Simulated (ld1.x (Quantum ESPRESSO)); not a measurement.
**Which change was made? (Ho, TM)**

ld1.x (Quantum ESPRESSO) 7.5 input, shortened:

```
&input
   title='Ho', zed=67., rel=1, dft='PBESOL', iswitch=3,
   config='[Xe] 4f10 5d1 6s2 6p0'
 /
 &inputp
   pseudotype=2, tm=.true., lloc=1,
   nlcc=.false.
 /
3
5S  1  0   2.00   0.00  1.60  1.60  0.0
5D  3  2   1.00   0.00  2.50  2.50  0.0
5P  2  1   6.00   0.00  1.55  1.55  0.0
 &test
   configts(1)='5s2 5p6 5d1 6s2 6p0'
 /
```

Occupied shells without a wave of their own: 6s. They enter only through the test configuration that unscreens the potential.

Cutoffs, loose and tight: the cutoffs (Ry, on a coarse ladder) from which the occupation-weighted sum of valence levels, in a spherical-Bessel basis at the reference potential, stays within 10 and 1 mRy of its value at 400 Ry. They do not see the model core or the augmentation charge, which bear on the density cutoff. Test errors are all-electron minus pseudo excitation energies from the reference, over the configurations 5s2 5p6 5d1 6s1 6p0; 5s2 5p6 5d1 6s0 6p0; 5s2 5p6 5d0 6s0 6p0; 5s2 5p6 5d2 6s1 6p0; 5s2 5p6 5d1.5 6s1.5 6p0; 5s2 5p6 5d0 6s2 6p0; 5s2 5p6 5d0 6s2 6p1; variants that change the core or the reference have their own tests. The largest error is taken over the tests solved by every variant that gives reliable tests at all, those not shown here included: 5s2 5p6 5d0 6s0 6p0; 5s2 5p6 5d0 6s2 6p0; 5s2 5p6 5d1 6s0 6p0; 5s2 5p6 5d1 6s1 6p0; 5s2 5p6 5d1.5 6s1.5 6p0; 5s2 5p6 5d2 6s1 6p0.

The base gives: outcome: generated, misses its reference levels by 0.28 eV; cutoff, loose: 70 Ry; cutoff, tight: 110 Ry; bound ghosts: none; largest test error (meV): -1433.

(1) After one change the result is: outcome: generated, misses its reference levels by 0.29 eV; cutoff, loose: 70 Ry; cutoff, tight: 100 Ry; bound ghosts: none; largest test error (meV): -1462. Which change was it?
A. wave 5s (bound): rc 1.60 bohr becomes 5s (bound): rc 1.50 bohr
B. wave 5s (bound): rc 1.60 bohr becomes 5s (bound): rc 2.36 bohr
C. wave 5s (bound): rc 1.60 bohr becomes 5s (bound): rc 1.18 bohr
D. wave 5s (bound): rc 1.60 bohr becomes 5s (bound): rc 1.66 bohr

Results:

(1) D. The others give: wave 5s (bound): rc 1.60 bohr becomes 5s (bound): rc 1.18 bohr → outcome: generated, misses its reference levels by 0.25 eV; cutoff, loose: 80 Ry; cutoff, tight: 140 Ry; bound ghosts: none; largest test error (meV): -1330 | wave 5s (bound): rc 1.60 bohr becomes 5s (bound): rc 2.36 bohr → outcome: generated, misses its reference levels by 0.72 eV; cutoff, loose: 70 Ry; cutoff, tight: 90 Ry; bound ghosts: none; largest test error (meV): -3642 | wave 5s (bound): rc 1.60 bohr becomes 5s (bound): rc 1.50 bohr → outcome: generated, misses its reference levels by 0.27 eV; cutoff, loose: 70 Ry; cutoff, tight: 120 Ry; bound ghosts: none; largest test error (meV): -1372.
